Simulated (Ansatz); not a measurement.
A structure relaxed at PBE-D4/def2-TZVP in Ansatz, charge 0, singlet:

```tsv
atom	x (Å)	y (Å)	z (Å)
Bi1	-0.4345	-0.0887	0.6333
F2	0.7640	-1.5797	-0.0116
F3	-1.2862	0.2978	-1.1556
F4	0.9568	1.3707	0.5339
```

Q: Give its formula and point group.

A: BiF3 (the lowest singlet isomer of a short search). Point group C3v (tolerance 0.1 Å).

Q: Summarise the bond lengths by kind (pairs closer than 1.2 times the sum of covalent radii, bridged metal pairs left out).

A: 3 × Bi–F 2.02 Å.

In the def2 sets Bi takes a core potential; there is no spin–orbit coupling. The structure comes from a short search, and lower isomers may exist.
